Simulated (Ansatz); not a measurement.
Potential energy curve for C4H12O3Si, SMILES CO[Si](C)(OC)OC. The Si3–C17 bond (Si3 also carries O, O, O; C17 carries H, H, H) is stretched with both fragments frozen at the PBE0/def2-SVP optimised geometry.

Levels of theory: RKS-PBE = restricted PBE/def2-SVP run with Ansatz (a program for electronic structure); UKS-PBE = unrestricted PBE/def2-SVP (Ansatz); UKS-CAM-B3LYP = unrestricted CAM-B3LYP/def2-SVP in Ansatz; UKS-PBE0 = unrestricted PBE0/def2-SVP in Ansatz.

Energies relative to the lowest point of each curve near equilibrium, in kcal/mol; the last columns give the difference from UKS-PBE0:

```json
[
 {"R / Å": "1.52", "RKS-PBE": "47.2", "UKS-PBE": "47.2", "UKS-CAM-B3LYP": "45.2", "UKS-PBE0": "45.8", "RKS-PBE − UKS-PBE0": "1.4", "UKS-PBE − UKS-PBE0": "1.4", "UKS-CAM-B3LYP − UKS-PBE0": "-0.6"},
 {"R / Å": "1.63", "RKS-PBE": "18.4", "UKS-PBE": "18.4", "UKS-CAM-B3LYP": "16.9", "UKS-PBE0": "17.2", "RKS-PBE − UKS-PBE0": "1.1", "UKS-PBE − UKS-PBE0": "1.1", "UKS-CAM-B3LYP − UKS-PBE0": "-0.3"},
 {"R / Å": "1.74", "RKS-PBE": "4.6", "UKS-PBE": "4.6", "UKS-CAM-B3LYP": "3.8", "UKS-PBE0": "3.9", "RKS-PBE − UKS-PBE0": "0.7", "UKS-PBE − UKS-PBE0": "0.7", "UKS-CAM-B3LYP − UKS-PBE0": "-0.1"},
 {"R / Å": "1.82", "RKS-PBE": "0.6", "UKS-PBE": "0.6", "UKS-CAM-B3LYP": "0.3", "UKS-PBE0": "0.4", "RKS-PBE − UKS-PBE0": "0.2", "UKS-PBE − UKS-PBE0": "0.2", "UKS-CAM-B3LYP − UKS-PBE0": "0.0"},
 {"R / Å": "1.86", "RKS-PBE": "0.0", "UKS-PBE": "0.0", "UKS-CAM-B3LYP": "0.0", "UKS-PBE0": "0.0", "RKS-PBE − UKS-PBE0": "0.0", "UKS-PBE − UKS-PBE0": "0.0", "UKS-CAM-B3LYP − UKS-PBE0": "0.0"},
 {"R / Å": "1.91", "RKS-PBE": "0.2", "UKS-PBE": "0.2", "UKS-CAM-B3LYP": "0.6", "UKS-PBE0": "0.5", "RKS-PBE − UKS-PBE0": "-0.3", "UKS-PBE − UKS-PBE0": "-0.3", "UKS-CAM-B3LYP − UKS-PBE0": "0.0"},
 {"R / Å": "1.99", "RKS-PBE": "2.3", "UKS-PBE": "2.3", "UKS-CAM-B3LYP": "3.3", "UKS-PBE0": "3.1", "RKS-PBE − UKS-PBE0": "-0.9", "UKS-PBE − UKS-PBE0": "-0.9", "UKS-CAM-B3LYP − UKS-PBE0": "0.1"},
 {"R / Å": "2.09", "RKS-PBE": "6.9", "UKS-PBE": "6.9", "UKS-CAM-B3LYP": "8.8", "UKS-PBE0": "8.6", "RKS-PBE − UKS-PBE0": "-1.6", "UKS-PBE − UKS-PBE0": "-1.6", "UKS-CAM-B3LYP − UKS-PBE0": "0.2"},
 {"R / Å": "2.23", "RKS-PBE": "15.7", "UKS-PBE": "15.7", "UKS-CAM-B3LYP": "18.8", "UKS-PBE0": "18.4", "RKS-PBE − UKS-PBE0": "-2.8", "UKS-PBE − UKS-PBE0": "-2.8", "UKS-CAM-B3LYP − UKS-PBE0": "0.4"},
 {"R / Å": "2.43", "RKS-PBE": "30.0", "UKS-PBE": "30.0", "UKS-CAM-B3LYP": "35.1", "UKS-PBE0": "34.4", "RKS-PBE − UKS-PBE0": "-4.5", "UKS-PBE − UKS-PBE0": "-4.5", "UKS-CAM-B3LYP − UKS-PBE0": "0.7"},
 {"R / Å": "2.72", "RKS-PBE": "50.2", "UKS-PBE": "50.2", "UKS-CAM-B3LYP": "58.5", "UKS-PBE0": "57.2", "RKS-PBE − UKS-PBE0": "-7.0", "UKS-PBE − UKS-PBE0": "-7.0", "UKS-CAM-B3LYP − UKS-PBE0": "1.4"},
 {"R / Å": "3.07", "RKS-PBE": "70.8", "UKS-PBE": "70.8", "UKS-CAM-B3LYP": "82.6", "UKS-PBE0": "80.6", "RKS-PBE − UKS-PBE0": "-9.8", "UKS-PBE − UKS-PBE0": "-9.8", "UKS-CAM-B3LYP − UKS-PBE0": "1.9"},
 {"R / Å": "3.42", "RKS-PBE": "86.7", "UKS-PBE": "86.6", "UKS-CAM-B3LYP": "95.2", "UKS-PBE0": "94.1", "RKS-PBE − UKS-PBE0": "-7.4", "UKS-PBE − UKS-PBE0": "-7.5", "UKS-CAM-B3LYP − UKS-PBE0": "1.2"},
 {"R / Å": "3.91", "RKS-PBE": "102.5", "UKS-PBE": "97.1", "UKS-CAM-B3LYP": "102.3", "UKS-PBE0": "101.4", "RKS-PBE − UKS-PBE0": "1.1", "UKS-PBE − UKS-PBE0": "-4.2", "UKS-CAM-B3LYP − UKS-PBE0": "0.9"},
 {"R / Å": "4.56", "RKS-PBE": "115.2", "UKS-PBE": "101.6", "UKS-CAM-B3LYP": "105.0", "UKS-PBE0": "104.2", "RKS-PBE − UKS-PBE0": "11.0", "UKS-PBE − UKS-PBE0": "-2.6", "UKS-CAM-B3LYP − UKS-PBE0": "0.8"},
 {"R / Å": "5.43", "RKS-PBE": "123.0", "UKS-PBE": "103.0", "UKS-CAM-B3LYP": "105.8", "UKS-PBE0": "104.9", "RKS-PBE − UKS-PBE0": "18.0", "UKS-PBE − UKS-PBE0": "-1.9", "UKS-CAM-B3LYP − UKS-PBE0": "0.8"}
]
```

RKS-PBE is furthest from UKS-PBE0 at 5.43 (18.0 kcal/mol, above); its mean absolute difference over the points is 4.2 kcal/mol.

UKS-PBE is furthest from UKS-PBE0 at 3.07 (-9.8 kcal/mol, below); its mean absolute difference over the points is 2.9 kcal/mol.

UKS-CAM-B3LYP is furthest from UKS-PBE0 at 3.07 (1.9 kcal/mol, above); its mean absolute difference over the points is 0.6 kcal/mol.

The restricted form behind RKS-PBE keeps the bonding electrons paired and can't separate into open-shell fragments. The unrestricted determinant behind UKS-PBE is spin-contaminated at 3.42 to 5.43 Å (<S²> up to 1.0, against 0.00 for a pure singlet). The unrestricted determinant behind UKS-CAM-B3LYP, UKS-PBE0 is spin-contaminated at 3.07 to 5.43 Å (<S²> up to 1.0, against 0.00 for a pure singlet).
